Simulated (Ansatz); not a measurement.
Hg(OH)2 (HgO₂H₂). Total charge 0; singlet. Geometry r2SCAN-D4/def2-TZVP, basis def2-TZVP, Ansatz.

Cartesian coordinates in Å:
```
Hg -0.043 0.114 -0.158
O 1.233 -0.842 -1.309
H 1.159 -1.786 -1.117
O -1.356 1.174 0.852
H -0.993 1.340 1.731
```

| run | HOMO (eV) | LUMO (eV) |
| --- | --- | --- |
| A | -8.30 | -1.23 |
| B | -12.52 | 1.47 |
| C | -8.05 | -1.59 |
| D | -6.54 | -2.09 |
| E | -11.12 | 0.95 |
| F | -9.94 | -0.42 |

In the def2 sets Hg takes a core potential; there is no spin–orbit coupling. LC-ωPBE has ω = 0.4 bohr⁻¹. B3LYP takes the VWN-RPA correlation.

Task: The runs used B3LYP, BHLYP, HF, LC-ωPBE, PBE0, revPBE. Estimate which is which.

Result: A PBE0 (25 % exact exchange); B HF (100 % exact exchange); C B3LYP (20 % exact exchange); D revPBE (0 % exact exchange); E LC-ωPBE (range-separated); F BHLYP (50 % exact exchange). Exact exchange lowers occupied and raises empty levels; among semilocal functionals meta-GGAs tend to open the gap a little, and such runs are hard to tell apart. The gap grows from 4.45 eV (revPBE) to 14.00 eV (HF).
